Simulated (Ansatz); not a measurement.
Harmonic frequencies (cm⁻¹) at PBE0-D4/def2-TZVP from Ansatz: 116, 145, 171, 363, 616, 621.

**Question.** Which molecule is it?
A. `Cl[CH]Br`•
B. `[F][Ge]([F])[SeH]`•
C. `[F][Sn]([F])[Cl]`•
D. `S[Si](Cl)Cl`•

**Answer.** C.
